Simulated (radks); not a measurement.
Question: Method: scalar-relativistic Kohn-Sham, r2SCAN, spin-polarised, spherical densities, finite nucleus; open shells are filled with parallel spins first; meta-GGA in the generalised Kohn-Sham scheme; Fermi nuclear charge, rms radius of each element as measured or else 0.836 A^(1/3) + 0.57 fm; computed with a radial shooting solver on a logarithmic mesh with Libxc functionals. Each species is in its NIST ground configuration. Rank N3+, B3+, O3+, F3+, C3+, Ne3+ by Delta-SCF ionisation energy (eV), largest first.

Answer: B3+ 259.48, Ne3+ 98.987, F3+ 88.331, O3+ 77.195, N3+ 75.868, C3+ 64.397.
